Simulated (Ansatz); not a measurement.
As3P2⁺. Charge 1, multiplicity 1. Geometry PBE-D4/def2-SVP, basis def2-TZVP, Ansatz.

```xyz
5

P     0.658    1.073    1.064
P    -0.010   -1.044    1.274
As   -1.453    0.457   -0.016
As    0.035   -1.409   -1.045
As    0.770    0.924   -1.277
```

```
run  HOMO (eV)  LUMO (eV)
  A     -11.55      -8.21
  B     -10.95      -8.51
  C     -14.00      -4.80
  D     -11.93      -7.84
  E     -11.20      -8.55
```

HSE06 is defined as in plane-wave codes, on full-range PBE exchange. The structure comes from a short search, and lower isomers may exist.

Problem. The runs used HF, HSE06, PBE, PBE0, r2SCAN. Estimate which is which.

Solution. A HSE06 (range-separated); B PBE (0 % exact exchange); C HF (100 % exact exchange); D PBE0 (25 % exact exchange); E r2SCAN (0 % exact exchange). Exact exchange lowers occupied and raises empty levels; among semilocal functionals meta-GGAs tend to open the gap a little, and such runs are hard to tell apart. The gap grows from 2.44 eV (PBE) to 9.20 eV (HF).
